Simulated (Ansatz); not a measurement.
Calculated with Ansatz (gas phase, PBE0-D4/def2-TZVP geometries, no zero-point term in ΔE). CCSD(T)/CBS is the MP2 limit (def2-TZVPP, def2-QZVPP) plus CCSD(T) − MP2 in def2-TZVPP, frozen cores. Functionals use def2-TZVPP. Each species was taken in one conformer, which may not be the lowest.

Consider the isomerisation: `FCBCF` → `CCB(F)F`.

| species | ωB97M-V energy (Eh) |
| --- | --- |
| `FCBCF` | -303.74916 |
| `CCB(F)F` | -303.91819 |

Task: Work out ΔE.

Result: ΔE = (-303.91819) − (-303.74916) = -0.16903 Eh = -106.1 kcal/mol. CCSD(T)/CBS gives -108.5 kcal/mol.

Task: What do rigid-rotor, harmonic-oscillator terms from PBE0-D4/def2-TZVP frequencies (298.15 K, 1 bar) make of the CCSD(T)/CBS value? (Estimate.)

Result: Computed: ΔZPE = +2.3 kcal/mol, ΔH = -106.2 kcal/mol, ΔS = 2 J/(mol·K), ΔG = -106.3 kcal/mol. Modes under 50 cm⁻¹ make the entropy rough.

Largest T1 diagnostic among the species: 0.011.

In def2-TZVPP, CCSD(T) changes the Hartree–Fock value by −1.7 kcal/mol (the triples alone add −0.1 kcal/mol) and MP2 by −5.3 kcal/mol. Leaving LDA and LC-ωPBE aside and taking each functional with its dispersion term where it has one, the values, not all of them listed here, spread over 7.4 kcal/mol, from PBE-QIDH to revPBE-D4. LDA lies −3.2 kcal/mol from PBE without D4.
